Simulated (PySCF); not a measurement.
Excitations are Tamm–Dancoff values on a coarser integration grid. The basis has no diffuse functions, so Rydberg states are missing or too high.

Cartesian coordinates (Å):
```xyz
7

B     -1.7431     0.0046     0.1188
B     -0.1871    -0.0993     0.2373
C      1.2220    -0.1607     0.3434
N      2.4246    -0.3239     0.4083
H     -2.4590    -0.1832     1.0614
H     -2.2619     0.2781    -0.9273
H      3.0045     0.4845     0.6465
```
Charge 0, spin multiplicity 1.

### Question
Estimate the HOMO, dipole moment and T1 excitation (TDA) that PySCF with PBE0-D3(BJ)/def2-TZVP returns for this input.

### Answer

The HOMO is -6.41 eV and the dipole moment comes out as 2.33 D. The T1 excitation (TDA) is 0.71 eV.
